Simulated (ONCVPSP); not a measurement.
# arsenic (As): one change to an ONCV potential, before and after

* Element: As
* Generator: ONCVPSP 4.0.1
* Type: optimised norm-conserving Vanderbilt (ONCV)
* Functional: LDA (Perdew-Zunger)
* Relativity: fully relativistic
* Frozen core: [Ne]
* Valence charge: 23
* Reference configuration: 3s2 3p6 3d10 4s2 4p2.5 (charge +0.5)
* Partial waves: 3s+4s: rc 1.00 bohr, ncon 4, nbas 8, qcut 11.6 1/bohr, 2 projectors; 3p+4p: rc 0.90 bohr, ncon 4, nbas 7, qcut 14 1/bohr, 2 projectors; 3d: rc 1.25 bohr, ncon 4, nbas 8, qcut 11.1 1/bohr, 2 projectors, debl 3.2 Ha
* Local potential: polynomial inside 0.75 bohr (lpopt 5, dvloc0 0 Ha)
* Core correction: none

Open shells are filled in proportion to 2j + 1.

All-electron outer shells of the reference configuration (LDA (Perdew-Zunger), scalar-relativistic, ld1.x):

```tsv
shell	level (eV)	outermost node (bohr)	outermost maximum (bohr)
2s	-1489.00	0.06	0.17
2p	-1307.64	–	0.14
3s	-194.14	0.25	0.52
3p	-138.06	0.22	0.52
3d	-45.53	–	0.47
4s	-18.97	0.73	1.59
4p	-9.27	0.78	1.92
```

Change: p: rc 0.82.

Cutoffs: the cutoffs (Ha) at which the residual kinetic energy of the hardest occupied pseudo-wave falls to 1 and 0.1 mHa per electron; they do not see the model core or the augmentation charge, which bear on the density cutoff. Errors are all-electron minus pseudo energies relative to the spin-unpolarised reference configuration.

Predict the effect on cutoff, ghosts and configuration errors.

The potential gets neither clearly harder nor softer (69 Ha and 126 Ha → 67 Ha and 126 Ha); of the 4 tests that both files solve, the error grows in 4 and shrinks in 0 by more than 15 % and 0.3 meV (median size 0.6 → 2.3 meV); neither file shows a bound ghost. That the errors move this way runs against the usual rule that smaller radii transfer better.

| quantity | base | changed |
| --- | --- | --- |
| cutoff, loose | 69 Ha | 67 Ha |
| cutoff, tight | 126 Ha | 126 Ha |
| loose cutoff by channel | s 50 Ha, p 69 Ha, d 58 Ha | s 50 Ha, p 67 Ha, d 58 Ha |
| bound ghosts | none | none |
| GHOST(+) flags under 300 eV | none | none |
| largest miss of a reference level, eV | 0.01 | 0.05 |
| error for 3s2 3p6 3d10 4s2 4p3, meV [ΔE -3.64 eV] | -0.5 | -1.9 |
| error for 3s2 3p6 3d10 4s2 4p2, meV [ΔE 5.69 eV] | +0.7 | +2.4 |
| error for 3s2 3p6 3d10 4s2 4p1, meV [ΔE 23.86 eV] | +2.3 | +8.8 |
| error for 3s2 3p6 3d10 4s1 4p3, meV [ΔE 15.85 eV] | -0.5 | -2.1 |
| s: phases at 1.02 bohr within 0.05 rad from the reference energy up to (Ha; the scan ends near 5) | to the end of the scan | to the end of the scan |
| d5/2: phases at 1.27 bohr within 0.05 rad from the reference energy up to (Ha; the scan ends near 5) | to the end of the scan | to the end of the scan |
| d3/2: phases at 1.27 bohr within 0.05 rad from the reference energy up to (Ha; the scan ends near 5) | to the end of the scan | to the end of the scan |
